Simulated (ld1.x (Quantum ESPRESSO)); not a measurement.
## Mo: ultrasoft pseudisation with LDA (PZ), fully relativistic reference atom.

Mo, ultrasoft, made with ld1.x (Quantum ESPRESSO) 7.5 (LDA (PZ), fully relativistic). Core [Ar] 3d10, reference 4s2 4p6 4d6 5s0 5p0. Waves: 4s (bound): rcut 1.90, rcutus 2.00 bohr; 5s (bound, empty): rcut 1.90, rcutus 2.00 bohr; 4p (bound): rcut 1.80, rcutus 2.15 bohr; 5p (bound, empty): rcut 1.80, rcutus 2.15 bohr; 4d (bound): rcut 0.40, rcutus 0.50 bohr; 4d channel at 1.45 Ry: rcut 0.40, rcutus 0.50 bohr. Local part: all-electron potential smoothed inside 1.45 bohr (lloc = -1). Core correction: a·sin(br)/r model core, default radius (core density twice the valence density). Augmentation charge: PSQ, radius 0.45 bohr.

Open shells are filled in proportion to 2j + 1 (rel_dist='average').

All-electron outer shells of the reference configuration (LDA (PZ), scalar-relativistic, ld1.x):

| shell | level (eV) | outermost node (bohr) | outermost maximum (bohr) |
| --- | --- | --- | --- |
| 3p | -376.70 | 0.17 | 0.38 |
| 3d | -219.10 | – | 0.32 |
| 4s | -62.33 | 0.51 | 0.99 |
| 4p | -36.59 | 0.52 | 1.06 |
| 5s | -3.72 | 1.35 | 3.00 |
| 4d | -2.52 | 0.53 | 1.42 |
| 5p | -0.87 | 1.56 | 4.32 |

Problem. Does this generation succeed?

Solution. No. ld1.x (Quantum ESPRESSO) 7.5 stopped with "find_q: problem finding q": no Bessel wave vectors were found that match the logarithmic derivative at the chosen radius. The 4d radius of 0.50 bohr lies inside the outermost node of the all-electron wave at 0.53 bohr.
